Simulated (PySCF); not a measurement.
Isomers of C6H15OP, from PBE0-D3(BJ)/def2-SVP geometry optimisation, gas phase (PySCF 2.14.0). One conformer each, no zero-point energy, no frequencies.

Question: Which is lower in electronic energy at this level?
A. `[CH3:1][CH2:2][CH2:3][PH:4][CH2:5][CH2:6][O:7][CH3:8]` with C1–C2–C3–P4 64°, C2–C3–P4–C5 168°, C3–P4–C5–C6 60°, P4–C5–C6–O7 39°, C5–C6–O7–C8 68°: A = 2702, B = 857.5, C = 786.0 MHz, dipole 1.49 D
B. `[CH3:1][CH2:2][P:3](=[O:4])([CH2:5][CH3:6])[CH2:7][CH3:8]` with C1–C2–P3–O4 -54°, C2–P3–C5–C6 179°, C2–P3–C7–C8 57°: A = 1995, B = 1340, C = 1051 MHz, dipole 4.01 D

Answer: B. That is `CCP(CC)(=O)CC` (triethylphosphine oxide), 37.6 kcal/mol below the other.

```csv
SMILES,mapped SMILES,E (Eh),relative (kcal/mol),relative (kJ/mol),dipole (D)
CCP(=O)(CC)CC,[CH3:1][CH2:2][P:3](=[O:4])([CH2:5][CH3:6])[CH2:7][CH3:8],-653.46739,0.0,0.0,4.01
CCCPCCOC,[CH3:1][CH2:2][CH2:3][PH:4][CH2:5][CH2:6][O:7][CH3:8],-653.40742,37.6,157.4,1.49
```

As drawn, the lower has a P=O bond, which the higher lacks.
